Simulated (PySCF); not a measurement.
A GIAO shielding run with PySCF 2.14 (density fitting, non-relativistic, gas phase) on `[SiH3]CS[Si@H](CC)CF`, C₄H₁₃FSSi₂:

```
$ OMP_NUM_THREADS=1 python probes_run.py task.json out

{"job": {"kind": "nmr", "xc": "PBE0", "basis": "pcSseg-1"}, "charge": 0, "multiplicity": 1}
C     -2.025220    -1.570818    -0.120592
C     -1.750982    -0.313574     0.705316
Si    -0.662995     0.964336    -0.201479
C     -1.470245     1.494398    -1.851434
F     -2.757383     1.933718    -1.619138
S      1.231670     0.132002    -0.778144
C      1.860518    -0.329616     0.878729
Si     3.619841    -1.045276     0.718245
H     -2.604986    -2.288233     0.457180
H     -2.589895    -1.324091    -1.016306
H     -1.094856    -2.047597    -0.424274
H     -2.700023     0.152159     0.973969
H     -1.272674    -0.598178     1.645274
H     -0.417570     2.137393     0.643548
H     -0.939497     2.321977    -2.325743
H     -1.544558     0.676723    -2.571811
H      1.169815    -1.054755     1.301995
H      1.841661     0.564601     1.497432
H      4.483915    -0.032743     0.118318
H      3.553998    -2.246969    -0.109088
H      4.060546    -1.373772     2.077532
```

Hardware: 1 thread of an Arm Neoverse V2, shared host. The job also computes population analyses, field gradients.

(1) How large is the calculation?

(2) How long does it take, and how much memory does it need?

Results:

(1) 90 electrons, 222 basis functions and 1222 auxiliary functions.

(2) 34 s of wall time, with 12 SCF cycles and 4 response iterations; peak memory 1 GiB. Times on a shared host scatter by some tens of per cent.
